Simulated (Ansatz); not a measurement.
The C1–H4 bond of dimethyl selenide (SMILES C[Se]C) is stretched (multiplicity 1, the rest rigid).
Geometry at rest (charge 0, multiplicity 1):
```xyz
9

C      1.441    -0.254     0.830
Se     0.014     0.122    -0.461
C     -1.488    -0.170     0.766
H      1.356    -1.275     1.197
H      2.385    -0.135     0.302
H      1.396     0.452     1.656
H     -1.478    -1.193     1.135
H     -2.400     0.003     0.198
H     -1.438     0.534     1.595
```

Cores are frozen in the correlated methods. Filled d and f shells under p-block atoms count as core.

The values were computed with Ansatz (a program for electronic structure). Values without a source in brackets are computed.

Energies above the point at 1.088 Å (the B3LYP-D3(BJ) bond length), FIC-MRCISD+Q on CASSCF(2,2)/cc-pVDZ (kcal/mol): 7.62 at 0.979 Å; 2.70 at 1.197 Å; 105.64 at 3.482 Å.

### Question
Take the last value as the depth D of a Morse curve D(1 − e^(−a(R − R₀)))², fit a and R₀ to the two near points, and test it at 1.469 and 1.904 Å.

### Answer

With D = 105.6, both near points (counted from the curve's value at 1.088 Å) are met by a = 1.92 Å⁻¹ and R₀ = 1.104 Å, so k = 2Da² = 777 kcal/(mol Å²). The curve then gives 26.7 and 64.9 kcal/mol; the level itself gives 26.8 and 67.4, so Morse is off by -0.2 and -2.5.
